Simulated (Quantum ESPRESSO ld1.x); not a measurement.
Results of a calculation; reference values are marked as such.
Pb48+, configuration [Ar] 3d10 4s2 4p4.

Code: ld1.x of Quantum ESPRESSO 7.5. Model: Dirac Kohn-Sham, PBE, spin-unpolarised, spherical densities, point nucleus; open shells fill j = l - 1/2 first.

Energy parts (hartree):
total: -19285.77
kinetic: 22724.58
electron-nucleus: -45468.95
Hartree: 3750.27
exchange-correlation: -291.67

Orbitals (lengths in bohr, moments of r in powers of bohr; r(max) is where P^2 peaks):
orbital,occ.,eigenvalue (hartree),r(max),<1/r>,<r^4>,<r^2>,small-component weight
1s1/2,2,-3325.0963,0.009835,101.5,3.532e-07,0.0003571,9.80e-02
2s1/2,2,-669.0151,0.05733,25.11,0.00005031,0.005347,2.26e-02
2p1/2,2,-646.2666,0.04196,25.03,0.00002966,0.003764,2.27e-02
2p3/2,4,-565.6071,0.04966,19.99,0.00004775,0.004938,2.00e-02
3s1/2,2,-226.0618,0.1602,9.355,0.001702,0.03369,7.85e-03
3p1/2,2,-216.0771,0.1491,9.258,0.001462,0.03052,7.78e-03
3p3/2,4,-197.4247,0.1642,7.944,0.002035,0.03630,7.03e-03
3d3/2,4,-181.4956,0.1272,7.827,0.001298,0.02744,6.87e-03
3d5/2,6,-177.4767,0.1313,7.535,0.001431,0.02898,6.67e-03
4s1/2,2,-107.6439,0.3396,4.500,0.02443,0.1327,3.46e-03
4p1/2,2,-103.2923,0.3342,4.426,0.02390,0.1302,3.39e-03
4p3/2,2,-97.1070,0.3578,3.977,0.03041,0.1473,3.16e-03

The highest occupied level is 4p3/2 at -2642.4 eV. Summed over all electrons, <r^2> = 1.416 bohr^2, which gives a Langevin (diamagnetic) susceptibility term of -1.12 x 10^-6 cm^3/mol. For comparison, the ionisation energy in NIST's Atomic Spectra Database is 2671 eV (theoretical). In exact Kohn-Sham theory the highest level is minus the ionisation energy, but local and semilocal functionals leave it too shallow, through self-interaction and a potential that decays too fast; potentials with the right tail come closer. The density falls to 0.001 e/bohr^3 at r = 0.89 bohr.

Run on one thread of a shared host, so times are rough (Intel(R) Xeon(R) Processor @ 2.60GHz): 0.68 s of CPU time, 0.73 s wall, 19 iterations on 2127 mesh points.

Beside tabulated values, note that spin-unpolarised runs miss the spin-polarisation part of the exchange energy of open shells.
